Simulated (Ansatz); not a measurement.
Relaxation of AlH3O3 (7 atoms, charge 0, multiplicity 1), to a largest force component of 0.02 eV/Å in at most 40 steps.

These are results of RKS B3LYP-D4/def2-SVP (Ansatz), not measurements.

```xyz
7
Properties=species:S:1:pos:R:3:forces:R:3
Al 0.000 0.000 0.000 0.25 0.18 -0.04
O 0.000 0.000 1.780 -1.78 -0.74 -1.10
H -0.909 -0.281 2.117 1.73 0.69 -0.43
O 1.542 0.000 -0.890 -0.91 -1.88 0.64
H 1.841 -0.952 -1.045 -0.39 1.88 0.21
O -1.542 0.000 -0.890 0.38 -1.83 1.23
H -2.051 -0.847 -0.681 0.71 1.70 -0.49
```

**Question.** Where does it end, and by what steps?

**Answer.** The run converged. After 6 steps the energy has fallen by 0.673 eV; H5 moved furthest, 0.66 Å.

```csv
step,energy less start (eV),largest force component (eV/Å),accepted
0,0.0000,1.880,yes
1,-0.2285,2.100,yes
2,-0.4780,0.550,yes
3,-0.5793,0.418,yes
4,-0.6545,0.214,yes
5,-0.6711,0.047,yes
6,-0.6728,0.014,yes
```

```xyz
7
Properties=species:S:1:pos:R:3
Al 0.018 -0.283 0.087
O -0.095 -0.059 1.764
H -0.888 0.011 2.299
O 1.591 -0.307 -0.546
H 1.779 -0.458 -1.476
O -1.295 -0.473 -0.976
H -2.230 -0.510 -0.761
```

The run took 15 s on 1 thread of Arm Neoverse V2 (shared host), peak memory 0.16 GiB.
